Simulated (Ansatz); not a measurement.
Geometry optimisation, Ansatz 0.2.0, RKS PBE/def2-SVP.

Input:

```yaml
crystal:
  periodic: [false, false, false]
  atoms:
    - { symbol: C, position_ang: [-0.4847, 2.0101, -0.0506] }
    - { symbol: "N", position_ang: [-1.0587, 0.9507, 0.3786] }
    - { symbol: C, position_ang: [-0.488, -0.3456, 0.2657] }
    - { symbol: C, position_ang: [-1.0315, -1.3829, 0.7747] }
    - { symbol: Ge, position_ang: [1.2692, -0.6398, -0.5732] }
    - { symbol: H, position_ang: [-1.0697, 3.0011, 0.0626] }
    - { symbol: H, position_ang: [0.4547, 2.0791, -0.5533] }
    - { symbol: H, position_ang: [-0.6459, -2.3721, 0.7147] }
    - { symbol: H, position_ang: [-2.0671, -1.2495, 1.2939] }
    - { symbol: H, position_ang: [1.6414, -2.1355, -0.4831] }
    - { symbol: H, position_ang: [1.1938, -0.1664, -2.0113] }
    - { symbol: H, position_ang: [2.3636, 0.1958, 0.2154] }
basis:
  gaussian: { orbitals: def2-SVP }
hamiltonian:
  xc: pbe
relax:
  f_tol: 0.02
  max_steps: 50
```

Run as:

```bash
$ ansatz run input.yaml --threads 2 --pin off --max-ram 3072MiB --backend cpu --events-out ev --progress --plain --runs-dir out
```

**Question.** Where does it end, and by what steps?

**Answer.** It converged. After 7 steps the energy has fallen by 0.454 eV; H11 moved furthest, 0.11 Å.

```csv
step,energy less start (eV),largest force component (eV/Å),accepted
0,0.0000,4.952,yes
1,-0.3710,1.155,yes
2,-0.3741,1.135,yes
3,-0.2303,3.781,no
4,-0.4501,0.263,yes
5,-0.4519,0.165,yes
6,-0.4536,0.034,yes
7,-0.4537,0.016,yes
```

```xyz
12
Properties=species:S:1:pos:R:3
C -0.532 1.998 -0.045
N -1.092 0.938 0.411
C -0.465 -0.312 0.294
C -1.114 -1.388 0.805
Ge 1.308 -0.587 -0.574
H -1.051 2.970 0.062
H 0.464 2.014 -0.552
H -0.692 -2.403 0.756
H -2.096 -1.248 1.287
H 1.628 -2.100 -0.494
H 1.290 -0.146 -2.063
H 2.430 0.210 0.147
```

Whether the end is a true minimum wasn't checked by a vibrational analysis.

The run took 26 s on 2 threads of Arm Neoverse V1 (shared host), peak memory 0.17 GiB.
